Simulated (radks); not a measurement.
The numbers below are computed, except where a source is named.
Task: Numerical settings for neutral caesium, [Xe] 6s1. Level of theory: scalar-relativistic Kohn-Sham, r2SCAN, spin-polarised, spherical densities, finite nucleus; open shells are filled with parallel spins first (spin-orbit coupling, left out, can overturn this in heavy ions); meta-GGA in the generalised Kohn-Sham scheme; Fermi nuclear charge, rms radius 4.8041 fm (a radial shooting solver on a logarithmic mesh with Libxc functionals). The defaults (mesh step 0.008 in ln r, mesh end at 40 bohr or more with all orbitals vanishing there, Anderson mixing 0.5 over 9 steps, residual threshold near 1e-9 with the energy settled to 1e-9 hartree or 1e-11 of itself, here a cap of 57 iterations) give E = -7787.653 hartree and 6s at -2.322 eV in 15 iterations. Run on one thread of a shared host, so times are rough (Arm Neoverse V2): 0.24 s of CPU time, 0.24 s wall, 15 iterations on 2440 mesh points. One setting is changed at a time: mesh step in ln r 0.05; mesh step in ln r 0.02; mesh step in ln r 0.12; mesh end (bohr) 5; mesh end (bohr) 1; residual threshold 0.1; residual threshold 1e-05; mixing 1; linear mixing, mixing 0.2; linear mixing, mixing 0.5; mixing history 2; iteration cap 3. Which runs fail to converge, and which converge to a wrong energy?

Result: Not converged within the cap: mesh step in ln r 0.12; linear mixing, mixing 0.2; iteration cap 3. Settled on a wrong energy, with an occupied level pushed above zero by the early mesh end: mesh end (bohr) 5 (+0.337 hartree); mesh end (bohr) 1 (+389 hartree). Apart from these: no run marked as converged misses the energy by more than 1 mhartree.
